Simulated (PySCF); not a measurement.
## Exercise with solution: dipole moment from atomic charges

Al(H)2(OH) (AlH3O), SMILES [OH][AlH2]. Atoms are numbered in the order given.

```xyz
5

Al     0.0000     0.0000     0.5970
H      0.0000     1.3870     1.3564
H      0.0000    -1.3870     1.3564
O      0.0000     0.0000    -1.0588
H      0.0000     0.0000    -2.0031
```

The structure is a stationary point at PBE0-D3(BJ)/def2-TZVP. A frequency run showed that this geometry is not a minimum.

Charges (e) from PBE0/def2-TZVPD run with PySCF:

```
atom     IAO  ESP fit
----  ------  -------
Al1    0.925    1.008
H2    -0.233   -0.295
H3    -0.233   -0.295
O4    -0.850   -0.886
H5     0.391    0.467
```

The dipole moment of the full density is 1.05 D.

### Question
What dipole moment does each set of point charges give, and which comes closer to that of the density?

### Answer

μ = Σ q r, and 1 e Å = 4.8032 D.
IAO: Σ q r = (0.000, 0.000, 0.037) e Å, |μ| = 0.18 D.
ESP fit: Σ q r = (0.000, 0.000, -0.196) e Å, |μ| = 0.94 D.
ESP fit comes closer in size. Point charges leave out the atoms' own dipoles (lone pairs, polarised bonds); fits to the potential absorb them, partitions of the density don't.
